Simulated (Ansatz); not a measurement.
`C[SiH](O)C(N)=O`, charge 0, multiplicity 1.

Problem. Give a relaxed structure at PBE0-D4/def2-TZVP (Ansatz 0.2.0). (Best estimate.)

Solution. The calculation gave: 
Z-matrix (Å, degrees):
```
C
Si 1 1.859
H 1 1.092 2 110.9
H 1 1.094 2 111.1 3 -120.8
H 1 1.093 2 110.3 3 119.8
O 2 1.637 1 112.8 3 -60.1
C 2 1.928 1 111.8 3 53.1
H 2 1.490 1 109.6 3 175.1
H 6 0.968 2 109.5 1 118.1
N 7 1.349 2 122.4 1 63.3
O 7 1.225 2 115.7 1 -115.7
H 10 1.004 7 121.6 2 4.4
H 10 1.009 7 119.3 2 179.1
```
This is one stationary point; other conformers may exist.
